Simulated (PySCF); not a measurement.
A GIAO shielding run with PySCF (density fitting, non-relativistic, gas phase) on SMILES CO[C@@H]1CC[C@H](CF)CO1, C₇H₁₃FO₂:

```
$ OMP_NUM_THREADS=1 python probes_run.py task.json out

{"job": {"kind": "nmr", "xc": "PBE0", "basis": "pcSseg-1"}, "charge": 0, "multiplicity": 1}
C     -3.003926     0.177643     0.750147
O     -1.817347    -0.572731     0.612015
C     -1.222499    -0.463107    -0.652930
C     -0.097978    -1.500385    -0.737448
C      1.045463    -1.107560     0.194314
C      1.495218     0.316027    -0.137055
C      2.596555     0.773672     0.810167
F      3.049105     2.023473     0.462594
C      0.279049     1.243560    -0.045373
O     -0.759451     0.835853    -0.916879
H     -2.828639     1.237450     0.543980
H     -3.777216    -0.193303     0.067505
H     -3.328241     0.048445     1.780385
H     -1.974168    -0.644760    -1.441152
H     -0.503190    -2.472937    -0.461320
H      0.254078    -1.537881    -1.769376
H      1.875497    -1.808575     0.087005
H      0.690700    -1.145843     1.225961
H      1.877003     0.349594    -1.163112
H      3.461473     0.103802     0.764738
H      2.234472     0.846135     1.841124
H      0.536588     2.258256    -0.354173
H     -0.087299     1.260154     0.990482
```

Hardware: 1 thread of an Arm Neoverse N1, shared host. The job also computes population analyses, field gradients, ring-centre shieldings.

Task: How large is the calculation?

Result: 80 electrons, 235 basis functions and 1214 auxiliary functions.

Task: How long does it take, and how much memory does it need?

Result: 100 s of wall time, with 14 SCF cycles and 4 response iterations; peak memory 0.98 GiB. Times on a shared host scatter by some tens of per cent.
